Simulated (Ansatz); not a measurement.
Cartesian coordinates in Å:
```
C 1.542 -1.555 1.037
N 0.490 -1.107 0.155
Si 0.550 0.273 -0.855
N -1.024 0.920 -1.015
C -1.856 1.368 0.078
H 1.138 -1.925 1.985
H 2.201 -0.716 1.270
H 2.165 -2.348 0.604
H -0.201 -1.812 -0.050
H 1.567 1.138 -0.183
H 0.977 0.067 -2.272
H -1.298 1.269 -1.918
H -1.543 0.868 0.997
H -2.908 1.110 -0.087
H -1.796 2.450 0.252
```

Charge 0, multiplicity 1.

**Question.** List the PBE/def2-TZVPP orbital energies in eV (the Gaussian-basis code of Ansatz). (An estimate is asked.)

**Answer.** Ansatz gave: Occupied: -1779.29, -379.88, -379.86, -269.36, -269.35, -136.95, -93.70, -93.69, -93.67, -21.80, -21.40, -16.40, -16.13, -13.18, -11.85, -11.31, -10.46, -10.21, -10.03, -9.47, -8.43, -8.38, -7.73, -5.38, -5.25. Lowest empty: 0.23, 0.27, 1.12, 1.45, 1.49, 1.73, 2.15, 2.42.
